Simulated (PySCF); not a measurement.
# C₆ coefficients of unlike pairs at PBE0

Calculated with PySCF 2.14 from the dipole response of each species, C₆(A,B) = (3/π) ∫ α_A(iu) α_B(iu) du, in atomic units, from isotropic polarisabilities. For ions this is the dispersion term alone; charge-induced terms of lower order in 1/R come first.

```tsv
species	configuration	basis	relativity	α (bohr³)	C₆ (like pair)
Ge	[Ar] 3d10 4s2 4p2 (3P)	aug-cc-pwCVTZ-PP with ECP10MDF (8s7p6d4f1g)	core potential	43.22	378.3
Ar	[Ar] (1S)	aug-cc-pwCVQZ (10s9p7d5f3g)	none	11.37	66.39
Pt²⁺	[Xe] 4f14 5d8 (3F)	aug-cc-pVQZ-PP with ECP60MDF (7s7p6d4f3g2h)	core potential	9.443	61.26
Ar²⁺	[Ne] 3s2 3p4 (3P)	aug-cc-pVQZ-DK (7s6p4d3f2g)	spin-free X2C	4.752	16.71
```

Q: Estimate C₆ for Ar²⁺ with Ge.

A: The integral gives 68.25. The combination rule 2 C_A C_B / (C_A α_B/α_A + C_B α_A/α_B) gives 65.31 and the geometric mean 79.50.

No spin-orbit coupling is included.

The other pairs:

```csv
pair,C₆
"Pt²⁺, Ar",62.69
"Ar, Ge",146.2
"Ar²⁺, Ar",32.88
"Ar²⁺, Pt²⁺",31.92
"Pt²⁺, Ge",131.0
```
